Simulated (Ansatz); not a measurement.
`C[SiH2][Se][SiH3]` → C• + 8 H• + Se• + 2 Si•  (atomization)

Gas-phase electronic energies from Ansatz, PBE0-D4/def2-TZVP geometries. CCSD(T)/CBS is the MP2 limit (def2-TZVPP, def2-QZVPP) plus CCSD(T) − MP2 in def2-TZVPP, frozen cores. This one scheme is used for every species, atoms too. For atomizations the MP2-based limit and the directly extrapolated one differ by several kJ/mol either way, and by 10 to 25 for some Ge, Se and Sn compounds, so smaller differences from it don't rank the levels. Functionals use def2-TZVPP. B3LYP here is the variant with VWN-RPA as its local correlation; programs differ in this. HSE06 is defined as in plane-wave codes. Open shells (•) are unrestricted, without spin–orbit coupling. Spin–orbit coupling would lower the free atoms: a little for C, Si; clearly for Se. Bonds to Se are less sure, by a few kJ/mol each and by 10 to 20 or more in all where they break to atoms, as the def2 sets lack core-valence functions. Scalar relativity is left out up to krypton. One conformer a species, not always the lowest.

```csv
level,ΔE (kJ/mol),difference from CCSD(T)/CBS
LDA (SPW92),4269.6,403.7
PBE-D4,3836.8,-29.1
revPBE-D4,3778.8,-87.1
BLYP-D4,3801.4,-64.5
r2SCAN-D4,3856.5,-9.4
B97M-V,3860.9,-5.0
PBE0-D4,3825.8,-40.1
B3LYP-D4,3845.2,-20.7
r2SCANh-D4,3846.6,-19.3
r2SCAN0-D4,3833.2,-32.7
HSE06-D4,3826.8,-39.1
BHLYP-D4,3802.6,-63.3
CAM-B3LYP-D4,3850.4,-15.5
ωB97X-V,3876.0,10.1
ωB97M-V,3850.5,-15.4
B2PLYP,3793.3,-72.6
PBE-QIDH,3817.7,-48.2
PBE,3806.5,-59.4
revPBE,3699.4,-166.5
BLYP,3736.8,-129.1
r2SCAN,3849.2,-16.7
PBE0,3799.7,-66.2
B3LYP,3795.9,-70.0
r2SCANh,3838.6,-27.3
r2SCAN0,3824.3,-41.6
HSE06,3802.2,-63.7
BHLYP,3760.6,-105.3
LC-ωPBE,3793.3,-72.6
HF/def2-SVP,2908.2,-957.7
MP2/def2-SVP,3591.9,-274.0
CCSD/def2-SVP,3577.7,-288.2
CCSD(T)/def2-SVP,3607.0,-258.9
HF/def2-TZVPP,2924.8,-941.1
CCSD(T)/def2-TZVPP,3764.0,-101.9
HF/def2-QZVPP,2928.8,-937.1
MP2/def2-QZVPP,3817.5,-48.4
SCS-MP2/def2-QZVPP,3847.1,-18.8
HF/CBS(def2),2929.5,-936.4
MP2/CBS(def2),3859.6,-6.3
CCSD/CBS(def2),3826.1,-39.8
CCSD(T)/CBS,3865.9,0
```

Largest T1 diagnostic among the species: 0.012.

In def2-TZVPP, CCSD(T) changes the Hartree–Fock value by +839.2 kJ/mol (the triples alone add +39.8 kJ/mol) and MP2 by +832.9 kJ/mol; breaking electron pairs costs correlation energy, which Hartree–Fock lacks. At CCSD(T), def2-SVP lies −258.9 kJ/mol from the extrapolated value and def2-TZVPP −101.9 kJ/mol: correlation converges slowly with the basis, and small sets miss more of it in the bonded molecule than in its fragments.
